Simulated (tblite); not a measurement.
C₆H₉PSi.
Geometry (GFN2-xTB, Å), atoms numbered from 1 in this order:
```
atom  x, y, z in Å
C1     2.9866   -0.5889   -0.9015
C2     2.3617   -0.1315    0.0185
P3     1.6027    0.5233    1.4772
C4     0.6038    1.8503    0.6136
C5    -0.5742    1.1475    0.0124
C6    -0.8330   -0.0879    0.4241
Si7   -2.2666   -1.1621   -0.1382
C8     0.1180   -0.6176    1.4622
H9     3.4938   -0.9857   -1.7325
H10    0.2741    2.5945    1.3484
H11    1.2129    2.3704   -0.1296
H12   -1.1794    1.6712   -0.7121
H13   -3.0674   -0.4214   -1.1115
H14   -3.0797   -1.5043    1.0331
H15   -1.7366   -2.3920   -0.7328
H16   -0.3566   -0.6102    2.4497
H17    0.4329   -1.6436    1.2585
```

Level: GFN2-xTB in tblite, geometry and Hessian alike; calculated harmonic values, unscaled, isolated species. Against measured fundamentals such values can be off by several per cent, at times by over 20. Modes of hydrogen on silicon can be 10 to 20 % off. One conformer, not necessarily the lowest.

Harmonic wavenumbers (cm⁻¹): 50.1, 71.9, 116.5, 148.2, 188.5, 195.6, 302.9, 335.3, 376.0, 401.5, 528.6, 536.9, 557.3, 641.9, 651.9, 660.7, 696.7, 714.7, 767.8, 774.1, 781.0, 790.2, 810.4, 843.5, 865.4, 1014.5, 1060.5, 1079.5, 1099.2, 1186.4, 1207.6, 1245.7, 1427.5, 1434.7, 1672.6, 2193.0, 2239.1, 2250.0, 2275.3, 2907.9, 2918.7, 2959.6, 2963.6, 3074.7, 3363.9.

A = 2414, B = 928.9, C = 836.7 MHz; mass 140.021 u (most abundant isotopes); point group C1, symmetry number 1.

Task: What is the zero-point energy?

Result: Half the sum of the wavenumbers: 26191 cm⁻¹ = 313.31 kJ/mol.

Task: Entropy at 500 K, 1 bar (ideal gas, RRHO, classical rotation)?

Result: Translation 181.23, rotation 129.99, vibration 209.37: S = 520.6 J/(mol K).

Task: And Cp and H(500 K) − H(0)?

Result: Cp = 237.18 J/(mol K), of which vibrations give 203.92 (their classical limit is 45 R = 374.2); H(500 K) − H(0) = 71.07 kJ/mol without the zero-point energy, 54.44 from vibrations.

Task: What must be added to the electronic energy to get the Gibbs energy at 500 K and 1 bar?

Result: ZPE + [H(500 K) − H(0)] − T·S = 313.31 + 71.07 − 260.30 = 124.08 kJ/mol.

Task: Blend soft modes into free rotors: weight 1/[1 + (100 cm⁻¹/ν̃)⁴] for the oscillator and the rest for a rotor with moment μB/(μ + B), μ = h/(8π²ν), B = 10⁻⁴⁴ kg m². What vibrational entropy results?

Result: 195.48 J/(mol K) in place of 209.37, which changes −T·S at 500 K by +6.95 kJ/mol.

Task: Which modes carry the vibrational entropy at 500 K?

Result: 50.1 cm⁻¹: 24.43; 71.9 cm⁻¹: 21.43; 116.5 cm⁻¹: 17.44; 148.2 cm⁻¹: 15.46; 188.5 cm⁻¹: 13.50; 195.6 cm⁻¹: 13.20 J/(mol K); the other 39 give 103.91 together.

Hindered rotation and anharmonicity are outside this model. Other conformers, if any are populated, would add a mixing term that is left out. The structure is chiral; the term R ln 2 for an equal mix with its mirror image is left out.

On Intel Xeon Platinum 8488C, one thread (shared host), this took 1.5 s of wall time. The figure is for the frequency step alone.
